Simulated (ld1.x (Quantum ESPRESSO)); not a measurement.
# Scattering properties, RRKJ potential for Co

```json
{
 "Element": "cobalt",
 "Generator": "ld1.x (Quantum ESPRESSO) 7.5",
 "Type": "norm-conserving RRKJ (Kleinman–Bylander form)",
 "Functional": "LDA (PZ)",
 "Relativity": "fully relativistic",
 "Frozen core": "[Ar]",
 "Valence charge": "9",
 "Reference configuration": "3d7 4s1.75 4p0 (charge +0.25)",
 "Partial waves": "4s (bound): rc 1.95 bohr; 4p (bound, empty): rc 2.05 bohr; 3d (bound): rc 1.40 bohr; 4f channel at 0.05 Ry: rc 2.20 bohr",
 "Local potential": "all-electron potential smoothed inside 1.40 bohr (lloc = -2)",
 "Core correction": "none",
 "rho0": "0.005"
}
```

Open shells are filled in proportion to 2j + 1 (rel_dist='average').

The phase is arctan(r·u′/u) with u = r·R(r), unwrapped; energies in Ry, scanned from -3 to 5 Ry. A pole is an energy at which the radial function vanishes at the test radius. The pseudo phase is shifted by a multiple of π to meet the all-electron one at the reference energy, and phase errors are pseudo minus all-electron; the curves can meet again beyond the range given. Levels narrower than the energy grid can be missing from the lists of poles.

```csv
channel,radius (bohr),reference energy (Ry),"poles, all-electron","poles, pseudo",unbroken range about the reference energy with phases within 0.05 rad,phase error 1 Ry above the reference energy (rad)
s,2.39,-0.55,1.84,"0.81, 2.40",below 0.5,-0.047
p1/2,2.39,-0.21,2.92,2.15,below 1.3,-0.040
p3/2,2.39,-0.21,2.98,2.12,below 0.9,-0.047
d3/2,2.39,-0.78,"-0.63, 4.84",-0.62,below 1.2,+0.007
d5/2,2.39,-0.77,"-0.61, 4.86",-0.61,below 1.2,+0.007
f5/2,2.39,0.05,none,none,the whole range,+0.000
f7/2,2.39,0.05,none,none,the whole range,+0.000
```

Phases in the s channel:

| E (Ry) | all-electron | pseudo |
| --- | --- | --- |
| -3.00 | 1.263 | 1.260 |
| -2.52 | 1.216 | 1.212 |
| -2.04 | 1.142 | 1.137 |
| -1.56 | 1.010 | 1.004 |
| -1.08 | 0.718 | 0.712 |
| -0.60 | -0.036 | -0.037 |
| -0.12 | -0.904 | -0.915 |
| 0.36 | -1.262 | -1.300 |
| 0.84 | -1.419 | -1.600 |
| 1.32 | -1.507 | -4.505 |
| 1.80 | -1.566 | -4.639 |
| 2.28 | -1.613 | -4.700 |
| 2.76 | -1.654 | -4.744 |
| 3.24 | -1.694 | -4.782 |
| 3.72 | -1.739 | -4.819 |
| 4.20 | -1.795 | -4.858 |
| 4.68 | -1.873 | -4.906 |
